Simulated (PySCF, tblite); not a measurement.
Species: C₇H₁₁FO.
Structure used (GFN2-xTB), in Å, numbered top down from 1:
```xyz
20
C7H11FO angstrom
C     -1.3904    1.4522   -0.0994
C     -0.5526    0.1734   -0.0779
C     -1.4825   -1.0091   -0.3786
F     -0.8227   -2.2086   -0.2926
C      0.2323   -0.0232    1.2261
C      1.5553   -0.6710    0.8072
C      1.8674   -0.0418   -0.5473
C      0.5225    0.2314   -1.1715
O      0.3012    0.4662   -2.3279
H     -0.7604    2.3179    0.0901
H     -1.8563    1.5769   -1.0740
H     -2.1669    1.4124    0.6614
H     -1.8790   -0.9355   -1.3964
H     -2.3029   -1.0520    0.3460
H      0.4212    0.9477    1.6869
H     -0.3127   -0.6402    1.9390
H      2.3433   -0.4999    1.5389
H      1.4217   -1.7461    0.6911
H      2.3707    0.9219   -0.4292
H      2.4855   -0.6618   -1.1949
```

Method used: PBE0/pcSseg-1 in PySCF (dipole) on a GFN2-xTB geometry, gas phase.

Take the most abundant isotopes and a rigid rotor. The values belong to one conformer with, in the numbering `[CH3:1][C@:2]1([CH2:3][F:4])[CH2:5][CH2:6][CH2:7][C:8]1=[O:9]`, C1–C2–C3–F4 -176°, C1–C2–C5–C6 -144°, C2–C5–C6–C7 35°, C5–C6–C7–C8 -32°, C6–C7–C8–O9 -164°.

Give the principal moments of inertia and the rotational constants in MHz.

Ia = 283.33, Ib = 301.53, Ic = 349.12 u·Å²; 505379 MHz·u·Å²/I gives A = 1784, B = 1676, C = 1448 MHz.

Classify the top.

An asymmetric top: κ = (2 × 1676 − 1784 − 1448)/(1784 − 1448) = 0.36.

What does the inertial defect say?

Not planar: Δ = Ic − Ia − Ib = -235.74 u·Å². For a rigid frame Δ = −2 Σ m c², so Σ m c² = 117.87 u·Å² lies off the ab plane: 20.51 from hydrogen and 97.36 from heavier atoms. The atom farthest from that plane is 2.23 Å away.

Which types of transition are allowed, and where do some lines up to J = 3 fall?

The dipole components are |μa| = 0.11 D, |μb| = 0.90 D, |μc| = 2.73 D. The squared components, which scale the intensities, stand as 0.00 : 0.11 : 1.00 (a : b : c). Some lines, for components of 0.1 D or more:

```
type  branch         J(Ka,Kc)    MHz  lower level (cm⁻¹)
   b       Q  2(2,0) ← 2(1,1)    474               0.331
   a       Q  3(2,1) ← 3(2,2)    546               0.655
   c       Q  3(3,1) ← 3(2,1)    640               0.673
   b       Q  3(2,1) ← 3(1,2)    683               0.650
   b       Q  2(1,1) ← 2(0,2)    715               0.308
   b       Q  2(2,1) ← 2(1,2)   1008               0.309
   b       Q  3(3,1) ← 3(2,2)   1187               0.655
   a       Q  3(1,2) ← 3(1,3)   1291               0.607
   a       R  1(0,1) ← 0(0,0)   3124               0.000
   b       R  1(1,1) ← 0(0,0)   3231               0.000
   c       R  1(1,0) ← 0(0,0)   3460               0.000
   b       R  2(0,2) ← 1(1,1)   5989               0.108
   a       R  2(1,2) ← 1(1,1)   6019               0.108
   a       R  2(0,2) ← 1(0,1)   6097               0.104
   b       R  2(1,2) ← 1(0,1)   6126               0.104
   a       R  2(1,1) ← 1(1,0)   6476               0.115
   c       R  2(2,0) ← 1(1,0)   6950               0.115
   b       R  3(0,3) ← 2(1,2)   8946               0.309
   b       R  3(1,3) ← 2(0,2)   8981               0.308
   b       R  3(1,2) ← 2(2,1)   9234               0.342
   a       R  3(1,2) ← 2(1,1)   9557               0.331
   b       R  3(2,2) ← 2(1,1)   9694               0.331
   a       R  3(2,1) ← 2(2,0)   9766               0.347
   c       R  3(2,1) ← 2(1,1)  10240               0.331
   c       R  3(1,2) ← 2(0,2)  10272               0.308
   b       R  3(3,1) ← 2(2,0)  10407               0.347
   b       R  3(2,1) ← 2(1,2)  10925               0.309
```

Its GFN2-xTB frequencies are all real (lowest 67 cm⁻¹). No vibrational averaging or centrifugal distortion is included, and the geometry carries the error of its method. A rigid rotor knows nothing of internal rotation, which can split or shift real lines.

The run took 40 s on an Arm Neoverse V1 with one thread, no GPU, shared host. This is the PBE0/pcSseg-1 job that gave the dipole, with the shieldings it also computed.
